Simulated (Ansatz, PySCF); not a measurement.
Ti(Cl)2(O) cation (Cl2OTi), SMILES [O]=[Ti]([Cl])[Cl] (connectivity only; charge and spin as stated), charge +1, multiplicity 2. Atoms are numbered in the order given.

```xyz
4

Ti     0.4701     0.7382     0.0000
Cl    -0.2247    -0.9747     1.3413
Cl    -0.2247    -0.9748    -1.3412
O     -0.5737     1.8628     0.0000
```
Charge +1, spin multiplicity 2.

The structure is a stationary point at ωB97X-D3(BJ)/def2-SVP. The multiplicity is an assumed one; other spin states were not compared. The isomer is the one that the SMILES or the coordinates give; other isomers of the formula were not compared.

Two levels are set side by side: PBE-D3(BJ)/def2-SVP (Ansatz, a first-principles code) and ωB97X-D3(BJ)/def2-SVP (PySCF). Each level has its own optimised geometry; the coordinates shown are those of the second. Frequencies come from the Hessian of PySCF at each geometry. Differences are taken from unrounded values.

```csv
quantity,ωB97X-D3(BJ)
mean bond length (Å),2.034
bond Ti1–Cl2 (Å),2.284
bond Ti1–Cl3 (Å),2.284
bond Ti1–O4 (Å),1.534
highest harmonic wavenumber (cm⁻¹),1235
mean harmonic wavenumber (cm⁻¹),424
zero-point energy (kcal/mol),3.64
```

What does PBE-D3(BJ) give, and how far is it from ωB97X-D3(BJ)? (The exact figures need the calculation; the answer reports its results.)


| quantity | PBE-D3(BJ) | PBE-D3(BJ) minus ωB97X-D3(BJ) |
|---|---|---|
| mean bond length (Å) | 2.052 | 0.018 |
| bond Ti1–Cl2 (Å) | 2.292 | 0.009 |
| bond Ti1–Cl3 (Å) | 2.292 | 0.009 |
| bond Ti1–O4 (Å) | 1.570 | 0.036 |
| highest harmonic wavenumber (cm⁻¹) | 1120 | -116 |
| mean harmonic wavenumber (cm⁻¹) | 388 | -36 |
| zero-point energy (kcal/mol) | 3.33 | -0.31 |

Exact exchange shortens and stiffens bonds; PBE has none. Differences between two approximate levels are no errors against the true value.
